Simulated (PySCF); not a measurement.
Species: C3H4Cl (charge 0, doublet). It need not be the lowest isomer of its formula. SMILES: C=C[CH]Cl
Geometry from a B3LYP-D3(BJ)/def2-TZVP (Ansatz) optimisation:
```xyz
8

C     -2.2515     0.1633    -0.7819
C     -1.1427    -0.0462     0.0008
C      0.1547     0.1472    -0.4345
Cl     1.5128    -0.1283     0.5825
H     -2.1633     0.4996    -1.8070
H     -3.2458    -0.0024    -0.3942
H     -1.2779    -0.3834     1.0230
H      0.4054     0.4807    -1.4308
```
Charge 0, spin multiplicity 2.

Dispersion corrections to the total energy (kcal/mol) from the dftd3 and dftd4 libraries through PySCF: D3(BJ) without and D4 with the three-body term, each with the damping fitted for the functional named.

```tsv
functional	D3(BJ)	D4
HSE06	-2.28	-2.56
B3LYP	-6.26	___
revPBE	-9.34	___
CAM-B3LYP	-2.73	-2.77
B2GP-PLYP	-2.20	-1.38
BP86	-5.62	-4.36
PBE	-3.59	___
```

**Question.** Complete the blanks.

**Answer.** 
- B3LYP, D4: -5.34
- revPBE, D4: -11.29
- PBE, D4: -3.31
